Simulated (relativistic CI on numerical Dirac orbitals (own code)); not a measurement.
Sensitivity of the levels of Tl13+ to α and to the nuclear radius

Method of calculation: Dirac-Coulomb-Breit CI, KLI orbitals optimised for each configuration, derivatives by finite differences, unscaled Slater integrals, QED left out (own radial code, finite nucleus).

Configurations in the expansion (outside the closed core [Kr] 4d10 4f14): 5s²5p⁶, 5s²5p⁵5d, 5s5p⁶5d, 5s²5p⁵5f, 5s²5p⁵6s, 5s5p⁶5f, 5p⁶5d², 5p⁵5d³, 5p⁵5d²5f, 5p⁵5d²6s. Double excitations out of closed p, d and f shells are left out; levels of such configurations are missing from the list, as are those of other unlisted configurations, and high levels can miss mixing partners.

With x = (α/α₀)² − 1 an excitation energy changes as ω = ω₀ + qx; K = 2q/ω₀ is the relative enhancement. Terms are leading LS components, so labels can repeat. The field-shift factor is F = δν/δ⟨r²⟩ for the transition from the lowest level.

Lowest level 5s²5p⁶ ¹S0.

```
        Level  ω₀ (cm⁻¹)  q (cm⁻¹)       K  F (GHz/fm²)
5s²5p⁵5d ³P°0     494681     15110  0.0611         13.6
5s²5p⁵5d ³P°1     507241     20170  0.0795         13.8
5s²5p⁵5d ³F°3     521599     17220   0.066         12.7
5s²5p⁵5d ³D°2     525570     19170  0.0729         13.6
5s²5p⁵5d ³F°4     538676     45590   0.169         14.5
5s²5p⁵5d ¹D°2     547942     45200   0.165         15.2
5s²5p⁵5d ³D°3     567362     44400   0.157         16.2
5s²5p⁵5d ³D°1     619227     77310    0.25          6.8
5s²5p⁵5d ³F°2     710735    268700   0.756        -45.9
5s²5p⁵5d ³D°2     743694    297200   0.799        -42.2
5s²5p⁵5d ³F°3     751246    297600   0.792        -43.2
5s²5p⁵5d ¹P°1     797193    225200   0.565        -30.9
5s²5p⁵6s ³P°2     947457   -102600  -0.217          308
5s²5p⁵6s ¹P°1     954557    -99850  -0.209          301
  5s5p⁶5d ³D1    1075437    232400   0.432         -499
  5s5p⁶5d ³D2    1088117    246600   0.453         -517
  5s5p⁶5d ³D3    1112160    259300   0.466         -499
5s²5p⁵6s ³P°0    1145592    154700    0.27          249
5s²5p⁵6s ³P°1    1148882    154800   0.269          248
 5s²5p⁵5f ³G5    1154034     36610  0.0634         36.7
 5s²5p⁵5f ³G4    1156143     33020  0.0571         36.2
  5s5p⁶5d ¹D2    1161392    284100   0.489         -612
 5s²5p⁵5f ¹F3    1165752     33800   0.058         35.3
```

At this charge energies of transitions that change n are usually good to better than 1 %, and those within a shell (Δn = 0) to a few per cent. Levels and lines within the n = 5 or 6 shells can be off by up to 10 % or somewhat more, and those that change n by about 2 %, since core polarisation is missing.
